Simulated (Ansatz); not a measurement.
A first, cheap relaxation of C2H2Cl3F3HfO, SMILES `FC(F)(F)C[O][Hf]([Cl])([Cl])[Cl]`.

```yaml
crystal:
  periodic: [false, false, false]
  atoms:
    - {symbol: F, position_ang: [-1.726300, 0.884100, 0.275700]}
    - {symbol: C, position_ang: [-0.781300, 0.521500, 1.132100]}
    - {symbol: F, position_ang: [-1.370900, 0.246400, 2.351700]}
    - {symbol: F, position_ang: [0.218600, 1.556000, 1.273000]}
    - {symbol: C, position_ang: [-0.088900, -0.729900, 0.573000]}
    - {symbol: O, position_ang: [0.479000, -0.436800, -0.655600]}
    - {symbol: Hf, position_ang: [1.339400, -0.761800, -2.040500]}
    - {symbol: Cl, position_ang: [3.445000, 0.699900, 0.211200]}
    - {symbol: Cl, position_ang: [0.703300, 1.609900, -2.274500]}
    - {symbol: Cl, position_ang: [-2.023500, -1.060400, -2.624400]}
    - {symbol: H, position_ang: [0.695000, -1.049100, 1.313700]}
    - {symbol: H, position_ang: [-0.812400, -1.535000, 0.498600]}
basis:
  gaussian: {orbitals: def2-SVP}
hamiltonian: {xc: pbe, dispersion: d4}
relax: {f_tol: 0.03, max_steps: 200}
```

```sh
$ ansatz run in.yaml --threads 4 --pin off --events-out ev --progress --plain --max-ram 66560MiB --backend cuda --devices 0, --max-vram 37GiB
```

Shortened log:

```
Functional definition: PBE
mean field -51130.49530474 eV, -1879.0110449549 hartree, gradient 2.2e-5 eV, S^2 0.000000; 4 other end points of the search recorded, 0 dependent functions left out
relax step   1: F+E_penalty+E_count = -51130.95764094 eV  Δ(F+E_penalty+E_count) = +0.000e0 eV  max|allowed force component| = 7.722e0 eV/Å  Δτ_max = 0.0000 Å  (198 SCF iters, accepted)
mean field -51132.72668881 eV, -1879.0930468068 hartree, gradient 1.7e-5 eV, S^2 0.000000; 0 other end points of the search recorded, 0 dependent functions left out
relax step   2: F+E_penalty+E_count = -51133.18904052 eV  Δ(F+E_penalty+E_count) = -2.231e0 eV  max|allowed force component| = 2.101e0 eV/Å  Δτ_max = 0.1947 Å  (45 SCF iters, accepted)
mean field -51134.09789774 eV, -1879.1434378056 hartree, gradient 2.3e-5 eV, S^2 0.000000; 0 other end points of the search recorded, 0 dependent functions left out
relax step   3: F+E_penalty+E_count = -51134.55728784 eV  Δ(F+E_penalty+E_count) = -1.368e0 eV  max|allowed force component| = 2.171e0 eV/Å  Δτ_max = 0.1953 Å  (38 SCF iters, accepted)
mean field -51135.28096475 eV, -1879.1869147161 hartree, gradient 1.0e-5 eV, S^2 0.000000; 0 other end points of the search recorded, 0 dependent functions left out
relax step   4: F+E_penalty+E_count = -51135.70559393 eV  Δ(F+E_penalty+E_count) = -1.148e0 eV  max|allowed force component| = 2.324e0 eV/Å  Δτ_max = 0.1953 Å  (41 SCF iters, accepted)
mean field -51136.31164788 eV, -1879.2247916225 hartree, gradient 1.1e-5 eV, S^2 0.000000; 0 other end points of the search recorded, 0 dependent functions left out
relax step   5: F+E_penalty+E_count = -51136.74128503 eV  Δ(F+E_penalty+E_count) = -1.036e0 eV  max|allowed force component| = 2.013e0 eV/Å  Δτ_max = 0.1952 Å  (38 SCF iters, accepted)
mean field -51137.14314591 eV, -1879.2553486115 hartree, gradient 9.2e-6 eV, S^2 0.000000; 0 other end points of the search recorded, 0 dependent functions left out
relax step   6: F+E_penalty+E_count = -51137.57081831 eV  Δ(F+E_penalty+E_count) = -8.295e-1 eV  max|allowed force component| = 1.237e0 eV/Å  Δτ_max = 0.1976 Å  (38 SCF iters, accepted)
mean field -51137.75425344 eV, -1879.2778063991 hartree, gradient 1.2e-5 eV, S^2 0.000000; 0 other end points of the search recorded, 0 dependent functions left out
relax step   7: F+E_penalty+E_count = -51138.17331440 eV  Δ(F+E_penalty+E_count) = -6.025e-1 eV  max|allowed force component| = 8.225e-1 eV/Å  Δτ_max = 0.1949 Å  (37 SCF iters, accepted)
mean field -51138.24468267 eV, -1879.2958293408 hartree, gradient 9.8e-6 eV, S^2 0.000000; 0 other end points of the search recorded, 0 dependent functions left out
relax step   8: F+E_penalty+E_count = -51138.64913988 eV  Δ(F+E_penalty+E_count) = -4.758e-1 eV  max|allowed force component| = 8.325e-1 eV/Å  Δτ_max = 0.1956 Å  (37 SCF iters, accepted)
mean field -51138.63773923 eV, -1879.3102739031 hartree, gradient 2.5e-5 eV, S^2 0.000000; 0 other end points of the search recorded, 0 dependent functions left out
relax step   9: F+E_penalty+E_count = -51139.03415241 eV  Δ(F+E_penalty+E_count) = -3.850e-1 eV  max|allowed force component| = 6.502e-1 eV/Å  Δτ_max = 0.1926 Å  (36 SCF iters, accepted)
mean field -51138.96383734 eV, -1879.3222577877 hartree, gradient 1.8e-5 eV, S^2 0.000000; 0 other end points of the search recorded, 0 dependent functions left out
relax step  10: F+E_penalty+E_count = -51139.35264893 eV  Δ(F+E_penalty+E_count) = -3.185e-1 eV  max|allowed force component| = 6.520e-1 eV/Å  Δτ_max = 0.1983 Å  (37 SCF iters, accepted)
mean field -51139.21466203 eV, -1879.3314754248 hartree, gradient 2.5e-5 eV, S^2 0.000000; 0 other end points of the search recorded, 0 dependent functions left out
relax step  11: F+E_penalty+E_count = -51139.59888254 eV  Δ(F+E_penalty+E_count) = -2.462e-1 eV  max|allowed force component| = 4.362e-1 eV/Å  Δτ_max = 0.1940 Å  (37 SCF iters, accepted)
mean field -51139.39761803 eV, -1879.3381989338 hartree, gradient 2.5e-5 eV, S^2 0.000000; 0 other end points of the search recorded, 0 dependent functions left out
relax step  12: F+E_penalty+E_count = -51139.77927161 eV  Δ(F+E_penalty+E_count) = -1.804e-1 eV  max|allowed force component| = 2.957e-1 eV/Å  Δτ_max = 0.1995 Å  (37 SCF iters, accepted)
mean field -51139.50319751 eV, -1879.3420789083 hartree, gradient 2.6e-5 eV, S^2 0.000000; 0 other end points of the search recorded, 0 dependent functions left out
relax step  13: F+E_penalty+E_count = -51139.88280726 eV  Δ(F+E_penalty+E_count) = -1.035e-1 eV  max|allowed force component| = 1.526e-1 eV/Å  Δτ_max = 0.2000 Å  (37 SCF iters, accepted)
mean field -51139.53056726 eV, -1879.3430847282 hartree, gradient 2.6e-5 eV, S^2 0.000000; 0 other end points of the search recorded, 0 dependent functions left out
relax step  14: F+E_penalty+E_count = -51139.90946437 eV  Δ(F+E_penalty+E_count) = -2.666e-2 eV  max|allowed force component| = 2.667e-1 eV/Å  Δτ_max = 0.1997 Å  (37 SCF iters, accepted)
mean field -51139.53659455 eV, -1879.3433062268 hartree, gradient 2.0e-5 eV, S^2 0.000000; 0 other end points of the search recorded, 0 dependent functions left out
relax step  15: F+E_penalty+E_count = -51139.91476001 eV  Δ(F+E_penalty+E_count) = -5.296e-3 eV  max|allowed force component| = 3.013e-2 eV/Å  Δτ_max = 0.0312 Å  (32 SCF iters, accepted)
mean field -51139.53827174 eV, -1879.3433678624 hartree, gradient 2.4e-5 eV, S^2 0.000000; 0 other end points of the search recorded, 0 dependent functions left out
relax step  16: F+E_penalty+E_count = -51139.91515476 eV  Δ(F+E_penalty+E_count) = -3.947e-4 eV  max|allowed force component| = 8.030e-2 eV/Å  Δτ_max = 0.0306 Å  (32 SCF iters, accepted)
mean field -51139.53899246 eV, -1879.3433943485 hartree, gradient 2.6e-5 eV, S^2 0.000000; 0 other end points of the search recorded, 0 dependent functions left out
relax step  17: F+E_penalty+E_count = -51139.91531801 eV  Δ(F+E_penalty+E_count) = -1.633e-4 eV  max|allowed force component| = 2.905e-2 eV/Å  Δτ_max = 0.0075 Å  (33 SCF iters, accepted)
mean field -51139.53899246 eV, -1879.3433943485 hartree, gradient 2.6e-5 eV, S^2 0.000000; 1 other end points of the search recorded, 0 dependent functions left out
Total energy: -51139.91539501 eV, -1879.3572268868 hartree
Atom 0 at    -1.858600     0.964796     0.501085 Å, force    -0.000142    -0.003249     0.000249 eV/Å
Atom 1 at    -0.934128     0.582490     1.409710 Å, force    -0.003261     0.013772    -0.002837 eV/Å
Atom 2 at    -1.541110     0.462157     2.608588 Å, force     0.004492    -0.005746    -0.004774 eV/Å
Atom 3 at    -0.012027     1.566470     1.496397 Å, force     0.001285    -0.002517     0.000723 eV/Å
Atom 4 at    -0.289684    -0.746899     1.017212 Å, force    -0.010436    -0.012161     0.027616 eV/Å
Atom 5 at     0.339790    -0.646019    -0.217273 Å, force     0.010188     0.014846    -0.029050 eV/Å
Atom 6 at     1.045723    -0.079208    -1.902658 Å, force    -0.005355    -0.002239     0.011374 eV/Å
Atom 7 at     3.379539    -0.376416    -1.841809 Å, force    -0.002501    -0.001308    -0.000969 eV/Å
Atom 8 at     0.521194     2.180381    -2.267326 Å, force     0.000976    -0.005102     0.001583 eV/Å
Atom 9 at     0.077778    -1.422261    -3.575377 Å, force     0.002440     0.000712     0.001653 eV/Å
Atom 10 at     0.437610    -1.021257     1.812280 Å, force    -0.000003     0.001157    -0.003281 eV/Å
Atom 11 at    -1.089084    -1.519435     0.993172 Å, force     0.002317     0.001833    -0.002287 eV/Å
Dipole moment:    -0.102170    -0.340634     0.401429 e Å
```

It took 36 s on 4 threads of an AMD EPYC 7R13 on a shared host and a share of an NVIDIA H100 80 GB, with 0.89 GiB of host memory at the peak.
